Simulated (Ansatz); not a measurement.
BFH2Si2+: where a starting geometry ends

The starting geometry of this gas-phase doublet was optimised with GFN2-xTB.

```xyz
6

B    -1.7655   -0.3320    0.1148
F    -1.8132   -1.2595    1.0391
Si    0.0030    0.0828   -0.6710
Si    2.0114    0.7808   -1.4680
H     2.7187    0.2402   -0.2422
H    -2.7619    0.2551   -0.1070
```

Problem. Where would you expect an optimisation with B3LYP-D3(BJ)/def2-SVP to take it?

Solution. A new bond forms, giving a structure with H5 bridging Si3 and Si4, given below by its coordinates. Distances that change by over a tenth: Si4–H5 (1.51 → 1.79 Å). Contacts that close: Si3–H5 (2.75 → 1.68 Å).

The energy falls by 0.59 eV over 16 steps:

```tsv
step	E − E(last) (eV)
1	0.592
3	0.375
4	0.342
6	0.289
8	0.154
9	0.077
11	0.006
13	0.000
14	0.000
16	0.000
```

Final geometry (Å):

```yaml
atoms:
  - { symbol: B, position_ang: [-1.5683, -0.3163, 0.1402] }
  - { symbol: F, position_ang: [-1.3572, -1.1719, 1.0855] }
  - { symbol: Si, position_ang: [0.1496, 0.4645, -0.8007] }
  - { symbol: Si, position_ang: [2.2597, 0.9112, -1.3849] }
  - { symbol: H, position_ang: [1.5576, -0.1714, -0.1492] }
  - { symbol: H, position_ang: [-2.6489, 0.0511, -0.2251] }
```

Frequencies at the end are all real (lowest 55 cm⁻¹). Open shells are spin-unrestricted. Run with Ansatz 0.2.0, 37 s on 1 thread of Intel(R) Xeon(R) 6975P-C (Granite Rapids), on a shared host.
